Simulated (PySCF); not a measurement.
H₃Si₂, SMILES [Si][SiH3] (connectivity only; charge and spin as stated), neutral, multiplicity 2. Atoms are numbered in the order given.

```xyz
5

Si    -1.3577    -0.0108     0.0000
Si     1.0243    -0.0088     0.0000
H      1.6795    -0.5923     1.2009
H      1.3091     1.4591     0.0000
H      1.6795    -0.5923    -1.2009
```
Charge 0, spin multiplicity 2.

The structure is a stationary point at B3LYP-D3(BJ)/def2-TZVP. The isomer is the one that the SMILES or the coordinates give; other isomers of the formula were not compared.

The numbers are results of PBE/def2-TZVPD run with PySCF, not measurements.

Mulliken values depend strongly on the basis, most of all with diffuse functions as here. ESP charges are fitted to the potential on shells at 1.4 to 2.0 van der Waals radii. Atomic charges (e):

```csv
atom,ESP fit,meta-Löwdin,Mulliken,Mulliken spin
Si1,-0.07,0.04,0.01,0.98
Si2,0.42,0.13,0.00,-0.01
H3,-0.13,-0.07,0.00,0.02
H4,-0.10,-0.05,0.00,-0.01
H5,-0.13,-0.07,0.00,0.02
```
